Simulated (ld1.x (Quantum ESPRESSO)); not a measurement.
# Reading a pseudo-wave (erbium)

Columns: radius, all-electron u(r) and pseudo u(r) of the 6s shell (level -3.81 eV) of erbium in the configuration [Kr] 4d10 5s2 4f11 5p6 5d1 6s2 6p0; BLYP, non-relativistic, RRKJ scheme, ld1.x (Quantum ESPRESSO) 7.5.

| r (bohr) | all-electron | pseudo |
| --- | --- | --- |
| 0.152 | 0.0898 | -0.0102 |
| 0.305 | -0.0536 | -0.0209 |
| 0.458 | -0.1526 | -0.0324 |
| 0.610 | -0.0239 | -0.0451 |
| 0.762 | 0.1373 | -0.0594 |
| 0.915 | 0.2359 | -0.0760 |
| 1.068 | 0.2582 | -0.0953 |
| 1.220 | 0.2216 | -0.1178 |
| 1.372 | 0.1484 | -0.1442 |
| 1.525 | 0.0559 | -0.1750 |
| 1.678 | -0.0423 | -0.2103 |
| 1.830 | -0.1371 | -0.2497 |
| 1.982 | -0.2242 | -0.2928 |
| 2.135 | -0.3017 | -0.3386 |
| 2.288 | -0.3679 | -0.3848 |
| 2.440 | -0.4225 | -0.4287 |
| 2.592 | -0.4665 | -0.4681 |
| 2.745 | -0.5009 | -0.5011 |
| 2.898 | -0.5264 | -0.5264 |
| 3.050 | -0.5439 | -0.5439 |
| 3.202 | -0.5546 | -0.5546 |
| 3.355 | -0.5594 | -0.5594 |
| 3.508 | -0.5592 | -0.5592 |
| 3.660 | -0.5547 | -0.5547 |
| 3.812 | -0.5466 | -0.5466 |
| 3.965 | -0.5355 | -0.5355 |

(1) How many radial nodes do the two functions have?

(2) At about which radius was the pseudo-wave matched?

(3) Is the pseudo-wave norm-conserving?

Results:

(1) The all-electron 6s function has n − l − 1 = 5 (the table is too coarse to show those close to the nucleus); the pseudo-wave has 0, since the states of the same l below it are removed with the core.

(2) 3.05 bohr. The columns agree to 0.0005 from 2.75 bohr on; several derivatives are matched, so the curves merge somewhat inside the radius.

(3) Yes: the RRKJ scheme keeps the norm inside the radius equal to the all-electron one, which fixes the energy derivative of the logarithmic derivative at the level.
